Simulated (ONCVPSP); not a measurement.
**Potentials for cobalt (Co) compared**

Generated with ld1.x 7.5 (TM, RRKJ, ultrasoft, PAW), atompaw 4.2 or ONCVPSP 4.0.1. The cutoff is in Ry: for ld1.x and atompaw files where the sum of valence levels is converged to 10 mRy in a Bessel basis, for ONCV files where the hardest occupied wave has 1 mHa per electron of residual kinetic energy. The error is the largest all-electron minus pseudo excitation energy over each file’s own four to seven test configurations (ionisations up to +4, promotions, holes and added fractions of an electron), all of which were solved. The labels leave out finer settings (local radius, basis sizes, second energies), which also bear on the numbers. Spin-polarised tests are not counted. The rows are a selection from randomly drawn settings: files with unsolved tests, undetermined cutoffs or missed reference levels are left out.

A true bound ghost makes a file unfit for plane-wave use even where its test errors are small: the radial tests pick states by their node count and pass the ghost by.

| potential | cutoff (Ry) | largest error (meV) | bound ghosts |
| --- | --- | --- | --- |
| ONCV, PBE, scalar-relativistic, rc 0.75/1.05/1.55 (spd), local smoothed, core correction no, reference 3s2 3p6 3d6, qcut 6.7/13.7/11.7, projectors 2/2/2 | 615 | +61 | none |
| ONCV, PBE, fully relativistic, rc 2.55/2.80/1.00/2.55 (spdf), local smoothed, core correction no, reference 3d7 4s1.5 4p0.5, qcut 3/2.7/18.1/4.5, projectors 2/1/2/2 | 215 | +41 | s, p3/2, p1/2 |
| ONCV, BLYP, fully relativistic, rc 1.25/1.15/1.00 (spd), local d, core correction no, reference 3s2 3p6 3d7 4s2, qcut 9.2/14/17.6, projectors 2/2/0 | 209 | -7.8 | none |
| ONCV, PBE, scalar-relativistic, rc 2.40/1.20/1.55 (spd), local smoothed, core correction no, reference 3p6 3d7 4s1 4p1, qcut 3.1/14.6/9.8, projectors 1/2/2 | 79 | -3.5 | s |

(1) Fill in the row for Co: ONCV, PBE, non-relativistic, rc 1.50/0.85/1.05/1.30 (spdf), local smoothed, core correction yes, reference 3s2 3p6 3d7 4s2, qcut 8/8/15.8/9.2, projectors 2/2/2/2.

(2) Fill in the row for Co: ONCV, PBE, scalar-relativistic, rc 1.95/0.85/1.55 (spd), local smoothed, core correction yes, reference 3p6 3d7 4s2, qcut 4/10/10, projectors 2/2/2.

(3) Fill in the row for Co: ONCV, revPBE, scalar-relativistic, rc 1.30/1.20/1.55 (spd), local smoothed, core correction yes, reference 3s2 3p6 3d7 4s1.5 4p0.5, qcut 11.2/11.7/10.1, projectors 2/3/2.

Answers

(1) cutoff 181 Ry, largest error +2.3 meV, bound ghosts: none.

(2) cutoff 81 Ry, largest error +84 meV, bound ghosts: s.

(3) cutoff 86 Ry, largest error -327 meV, bound ghosts: none.
